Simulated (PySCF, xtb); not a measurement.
WO3, SMILES [W](=[O])(=[O])=[O], multiplicity 1.

Harmonic wavenumbers (cm⁻¹) from xtb 6.7.1 with GFN2-xTB at its own minimum, in rising order: 98, 228, 228, 657, 657, 684.

**Question.** What does B3LYP-D3(BJ)/def2-TZVP (PySCF) give at its own minimum? (An estimate is asked for; the answer gives what the named calculation found.)

**Answer.** 282, 342, 342, 943, 943, 1024. Paired by order, the mean absolute difference is 220 cm⁻¹ and the zero-point energies are 3.7 and 5.5 kcal/mol.
